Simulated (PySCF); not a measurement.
## Correlation energy of B⁺ (boron, charge +1)

[He] 2s2, closed-shell 1S. All numbers are calculated (PySCF 2.14, the non-relativistic Hamiltonian (point nucleus), in aug-cc-pVDZ (4s3p2d, 23 functions)). Frozen: 1s2; 2 electrons correlated.

Total MP2 correlation energy: -32.66 mhartree.

Same-spin part 0.00 and opposite-spin part -32.66 mhartree; SCS-MP2 scales them by 1/3 and 6/5 to -39.19 mhartree.

With two correlated electrons CCSD is exact within the correlated space (frozen core and kept virtual orbitals).

| level | correlation energy (mhartree) |
| --- | --- |
| CCSD | -58.68 |

Diagnostics: T1 = 0.012, D1 = 0.0167, largest double amplitude 0.151.

A double-excitation amplitude exceeds 0.15, a sign of near-degeneracy.

Cost of the coupled-cluster step: 0.06 s of wall time on 1 thread of Neoverse-V1 (shared host), for 2 correlated electrons.
